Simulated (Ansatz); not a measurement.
`[AlH2][NH][SiH2][GeH3]` + HBr → `[AlH2][NH][SiH2]Br` + GeH₄  (cleavage of the Si–Ge bond)

Program: Ansatz. Geometries: PBE0-D4/def2-TZVP. ΔE: electronic, gas phase. CCSD(T)/CBS adds triple-zeta CCSD(T) − MP2 to the extrapolated MP2 energy (def2 sets, frozen cores). For Br, Ge outer-core shells are correlated without core-valence functions, which leaves a few kJ/mol of doubt a bond. Scalar relativity is left out up to krypton. Each species was taken in one conformer, which may not be the lowest.

`[AlH2][NH][SiH2][GeH3]`:

```xyz
12

Al   -0.784   -2.199    1.258
N    -0.120   -0.551    1.100
Si    0.942    0.087   -0.107
Ge   -0.066    1.868   -1.330
H    -1.763   -2.477    2.470
H    -0.356   -3.273    0.181
H    -0.414    0.120    1.798
H     1.270   -1.028   -1.035
H     2.216    0.595    0.480
H    -0.518    2.990   -0.374
H    -1.313    1.380   -2.090
H     0.906    2.488   -2.351
```

HBr:

Cartesian coordinates in Å:
```
Br -0.131 -0.278 -0.640
H 0.131 0.278 0.640
```

`[AlH2][NH][SiH2]Br`:

Cartesian coordinates in Å:
```
Al 0.213 1.663 -0.706
N 0.147 0.368 0.529
Si -0.378 -1.248 0.346
Br 1.328 -2.688 0.220
H -0.352 1.325 -2.140
H 0.813 3.056 -0.262
H 0.536 0.586 1.438
H -1.182 -1.709 1.501
H -1.125 -1.353 -0.926
```

GeH₄:

Z-matrix (Å, degrees):
```
Ge
H 1 1.534
H 1 1.534 2 109.5
H 1 1.534 2 109.5 3 -120.0
H 1 1.534 2 109.5 3 120.0
```

| species | CCSD(T)/CBS(def2) energy (Eh) |
| --- | --- |
| `[AlH2][NH][SiH2][GeH3]` | -2666.76326 |
| HBr | -2573.91920 |
| `[AlH2][NH][SiH2]Br` | -3162.22405 |
| GeH₄ | -2078.49493 |

Task: Work out ΔE.

Result: ΔE = (-3162.22405) + (-2078.49493) − (-2666.76326) − (-2573.91920) = -0.03652 Eh = -22.9 kcal/mol.

Largest T1 diagnostic among the species: 0.012.

Leaving LDA and LC-ωPBE aside and taking each functional with its dispersion term where it has one, the values, not all of them listed here, spread over 3.8 kcal/mol, from BHLYP-D4 to PBE-D4. At CCSD(T), def2-SVP lies +1.2 kcal/mol from the extrapolated value and def2-TZVPP +0.8 kcal/mol.
